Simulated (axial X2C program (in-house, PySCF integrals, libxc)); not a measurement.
## RuSe: properties at the nuclei

Calculated with an in-house all-electron X2C program for linear molecules (integrals from PySCF): two-component X2C with atomic mean-field Coulomb and Gaunt terms, Gaussian nuclei, basis Ru dyall-cv3z, Se dyall-cv3z with contracted cores.

R = 2.215 Å (near the PBE0 minimum at charge 0 of the determinant lowest at the starting distance; the state shown can have its own minimum elsewhere).

Determinant lowest in the PBE0 search, Ω = 4 (⟨Sz⟩ = 2.00, ⟨Lz⟩ = 2.00 at PBE0), spin on the atoms Ru 1.54, Se 0.45:

```tsv
level	Eeff magnitude (GV/cm)	Ws magnitude Ru (kHz)	Ws magnitude Se (kHz)	A∥/gI Ru (MHz)	qzz Ru (a.u.)	A∥/gI Se (MHz)	qzz Se (a.u.)	μ (D)
PBE0	3.12	0.258	0.0272	546	1.41	-59	0.43	-3.99
HF	2.64	0.157	0.0297	505	2.13	-48.5	1.71	-5.78
B3LYP	2.84	0.223	0.0319	561	1.40	-52.6	0.54	-3.68
TPSSh	2.87	0.224	0.0294	571	1.36	-54.1	0.58	-3.73
BP86	2.5	0.189	0.0335	617	1.36	-54	0.71	-3.05
```

Eeff is the effective electric field on the electron electric dipole moment in this Ω state and Ws the scalar–pseudoscalar constant of the nucleus named (defined with the proton number Z and per Ω); A∥ (defined per Ω) follows by multiplying with gI = μI/(I μN); qzz is the electric field gradient, eQq0 = 234.96 MHz × Q/barn × qzz; μ is positive if the Se end (last atom) is positive. The operators were transformed with the bare-nucleus X2C matrices; with these basis sets, hyperfine constants and field gradients can be off by tens of per cent, and where levels differ in sign neither size nor sign is settled.

Task: With gI(101Ru) = -0.2880, Q(101Ru) = 0.457 barn, gI(77Se) = 1.0701 (g factors from the IAEA table of nuclear moments by Stone; Q from Pyykkö, Mol. Phys. 2018), turn the PBE0 values of the first state into constants in MHz.

Result: A∥(101Ru) = 546 × -0.2880 = -157 MHz; eQq0(101Ru) = 234.96 × (0.457) × (1.41) = 151 MHz; A∥(77Se) = -59 × 1.0701 = -63.1 MHz.

Each state is one determinant with collinear spin, which with several unpaired electrons need not be a pure state. Unrestricted Hartree–Fock can overshoot spin polarisation at the nuclei. With several open shells hyperfine constants can be off by a factor of several. Open-shell Ω = 0 determinants with evenly filled partner blocks cannot be reached by this program, so the Ω shown need not be the lowest component. States lie within half an eV, so the first need not be the ground state. Further determinants of the search, some of them spin-mixed, are not shown. Where a field gradient or hyperfine factor spreads by more than a factor of two over the levels, a constant derived from it is not to be relied on.
